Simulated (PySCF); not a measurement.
Electron correlation in I²⁺ (iodine, charge +2)

Starting occupation: [Kr] 4d10 5s2 5p3, 5p3/2 with m_j = -1/2, +1/2, +3/2. All numbers are calculated (PySCF 2.14, X2C-1e with screened-nucleus spin-orbit coupling, Gaussian nucleus, in x2c-SVPall-2c with one added diffuse shell each of s, p type (7s9p4d, 54 functions)). Frozen: [Ar] 3d10; 23 electrons correlated; the 6 highest virtual spinors left out.

MP2 pair energies summed by pair of shells (mhartree):

```tsv
pair	energy	share (%)
5p-5s	-28.36	28.3
4d-4p	-17.30	17.3
4d-4d	-12.04	12.0
5p-5p	-10.90	10.9
4p-4p	-9.55	9.5
4d-5p	-7.11	7.1
5s-5s	-4.76	4.8
4d-5s	-3.27	3.3
4p-5p	-2.12	2.1
4d-4s	-1.82	1.8
4p-5s	-1.11	1.1
4p-4s	-1.01	1.0
4s-4s	-0.41	0.4
4s-5s	-0.22	0.2
4s-5p	-0.15	0.2
```

Total MP2 correlation energy: -100.13 mhartree.

The GHF reference relaxed away from the jj start to a determinant that is no pure jj level (⟨S²⟩ = 3.59, ⟨J²⟩ = 3.76); the energies belong to that determinant.

This basis was not built for core-valence correlation, so the inner-shell part is incomplete.
